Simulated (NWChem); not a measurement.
C2H7BFN; SMILES CCB(N)F

```xyz
12

B      0.0029     0.5783    -0.0970
F     -1.3373     0.7664    -0.0731
C      0.5648    -0.8521    -0.4653
C     -0.0900    -1.9903     0.3429
H      1.6569    -0.8910    -0.3517
H      0.3708    -1.0260    -1.5354
H     -1.1795    -1.9727     0.2305
H      0.1299    -1.8981     1.4136
H      0.2653    -2.9751     0.0176
N      0.8116     1.6843     0.2078
H      0.4284     2.5939     0.4265
H      1.8195     1.6438     0.2215
```
Atoms are numbered in this order, from 1.

Program: NWChem. Medium grid unless said otherwise, to which SCAN and Minnesota functionals are sensitive. Geometry: optimised at B3LYP/6-31G* (spherical d). Total energies of different functionals are on different scales.

```tsv
level	energy (Ha)	highest occupied level (eV)	orbital gap (eV)	dipole (D)
PBE/def2-TZVP	-259.7756	-6.81	6.80	2.16
B3LYP/def2-TZVP	-260.1103	-8.02	8.46	2.19
M06-2X/def2-TZVP	-259.9892	-9.74	11.04	2.19
Hartree-Fock/def2-TZVP	-258.6138	-11.79	14.96	2.22
PBE0/def2-TZVP	-259.8025	-8.26	9.05	2.19
```
